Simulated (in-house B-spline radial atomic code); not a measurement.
Results of a calculation; reference values are marked as such.
## Kr in an electron gas of r_s = 3: phase shifts, screening, friction and resistivity

A nucleus sits in a uniform electron gas with a rigid positive background. The Kohn-Sham equations are solved self-consistently in the spin-unpolarised LDA (PW92), non-relativistic, on B-splines with outgoing waves at the boundary and partial waves to l = 8. The model has no lattice, no bands and no magnetic solution. Atomic units; δ_l are the phase shifts at the Fermi level, counted so that each bound state adds π, and good to about 0.0005.

The density parameter is r_s = 3 bohr, near that of the valence electrons of Ag (1 per atom, density 10.5 g/cm³, mass 107.87 u, which gives r_s = 3.02).

```json
{"l": "0", "δ_l (rad)": "11.6762"}
{"l": "1", "δ_l (rad)": "8.9832"}
{"l": "2", "δ_l (rad)": "3.5635"}
{"l": "3", "δ_l (rad)": "0.0168"}
{"l": "4", "δ_l (rad)": "-0.0010"}
{"l": "5", "δ_l (rad)": "0.0000"}
{"l": "6", "δ_l (rad)": "-0.0001"}
{"l": "7", "δ_l (rad)": "0.0001"}
{"l": "8", "δ_l (rad)": "0.0000"}
```

Bound levels below the band bottom (hartree): s -9.152, p -6.924, d -2.912, s -0.6713, p -0.2012 and deeper ones.

Check the Friedel sum rule, and say where the screening charge sits.

k_F = (9π/4)^(1/3)/r_s = 0.63972. The rule is Z = (2/π) Σ (2l + 1) δ_l. The terms are s 7.433, p 17.157, d 11.343, f 0.075 and -0.006 beyond, in all 36.002 against Z = 36. Bound states hold 8 s, 18 p, 10 d electrons, so the scattering states carry 0.00 in all; where a term is smaller than its bound count, the bound level has drawn weight out of the band.

Find the transport cross section and the electronic stopping of a 1 keV Kr ion (mass 83.8 u).

σ_tr = (4π/k_F²) Σ (l + 1) sin²(δ_l − δ_(l+1)). The terms for l = 0 to 3 are 0.1881, 1.1555, 0.4660, 0.0013, all together 1.8109, so σ_tr = 30.707 × 1.8109 = 55.606 bohr². With n = 3/(4π r_s³) = 0.008842, the friction coefficient is Q = n k_F σ_tr = 0.3145. For v well below v_F = 0.640, dE/dx = Q v; with 24801 eV per u at v = 1, v = √(1000/(24801 × 83.8)) = 0.0219, so dE/dx = 0.00690 hartree/bohr = 3.55 eV/nm. The largest term couples the p and d waves.

What residual resistivity would 1 atomic per cent of such centres give in Ag?

Δρ = k_F n_i σ_tr/n in atomic units of 21.74 μΩ·cm. With one host atom per 1 electron, n_i/n = 0.01/1, so Δρ = 0.6397 × 0.01000 × 55.606 × 21.74 = 7.73 μΩ·cm. This is an atom added to the gas, as on an interstitial site.

On a substitutional site the background of one host ion, a sphere holding 1 charge, is taken out. The phase shifts for l = 0 to 4 become 11.4820, 8.8504, 3.3660, 0.0169, 0.0000. What follows?

The Friedel sum is now 35.01, for Z − 1 = 35. The sum in σ_tr is 1.3936, so σ_tr = 42.79 bohr² and Δρ = 5.95 μΩ·cm per atomic per cent, 0.77 times the value above. A real host ion scatters too, so this model doesn't give zero even for the host's own atom.
